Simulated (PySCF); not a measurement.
Peak assignment

Atom-mapped SMILES (the numbers label the heavy atoms): `[CH3:1][S:2][Si@@:3]1([CH3:4])[CH2:5][CH2:6][C@@H:7]1[C:8]#[N:9]`; H(Xn) means a hydrogen on atom n. Ha(C5), Ha(C6) are cis to C8 on the ring; Hb(C5), Hb(C6) are trans to C8 on the ring.

- coordinates at the PBE0-D3(BJ)/def2-SVP level
- GIAO PBE0/pcSseg-1 shieldings
- run in PySCF
- no relativistic terms, no solvent model, equivalent nuclei averaged, one conformer

Shifts are taken against calculated references (same method and geometry level): $^{13}$C (184.41 ppm) and $^{1}$H (31.27 ppm) vs TMS.

(1) Assign these signals to the numbered atoms. $^{13}$C{$^{1}$H} NMR (computed): δ 124.6 (C), 24.2 (CH2), 20.5 (CH2), 18.6 (CH), 12.8 (CH3), -4.5 (CH3).

(2) Assign these signals to the numbered atoms. $^{1}$H NMR (300 MHz, computed): δ 2.50 (m, 1H), 1.98 (m, 1H), 1.94 (s, 3H), 1.78 (m, 1H), 1.19 (m, 1H), 1.17 (m, 1H), 0.66 (s, 3H).

Answers

(1) 
| δ (ppm) | atoms | environment | reason |
| --- | --- | --- | --- |
| 124.6 | C8 | nitrile carbon | typical of a nitrile |
| 24.2 | C6 | sp3 CH2 in a ring | a saturated carbon with 2 carbon neighbours and no heteroatom attached |
| 20.5 | C5 | sp3 CH2 bonded to Si | – |
| 18.6 | C7 | sp3 CH bonded to Si, α to a nitrile | – |
| 12.8 | C1 | methyl carbon bonded to S | – |
| -4.5 | C4 | methyl carbon bonded to Si | an electropositive neighbour leaves it electron-rich and shielded |

C5 and C7 lie closer than the usual error of such a calculation, so a measured spectrum could show them in the other order.

(2) 
2.50 → Hb(C6), hydrogen on an sp3 CH2 in a ring
1.98 → H(C7), hydrogen on an sp3 CH bonded to Si, α to a nitrile
1.94 → H(C1), hydrogen on a methyl carbon bonded to S
1.78 → Ha(C6), hydrogen on an sp3 CH2 in a ring
1.19 → Hb(C5), hydrogen on an sp3 CH2 bonded to Si
1.17 → Ha(C5), hydrogen on an sp3 CH2 bonded to Si
0.66 → H(C4), hydrogen on a methyl carbon bonded to Si: an electropositive neighbour shields it, as in TMS itself

H(C7) and H(C1); Hb(C5) and Ha(C5) lie closer than the usual error of such a calculation, so a measured spectrum could show them in the other order.

Shifts are as computed. Against solution values, carbons near 30 ppm lie about +2 ppm off and those near 130 ppm about +5 ppm. Of 1211 compounds with measured shifts, 218 miss one by over three times the rms of a fit or turn the order of signals round; such compounds aren't used in these exercises. No couplings were computed; multiplicities are counted from neighbouring protons, with m where these are inequivalent, close in shift, in a saturated or five-membered ring or joined by F or P, and br s for small geminal =CH2 splittings.
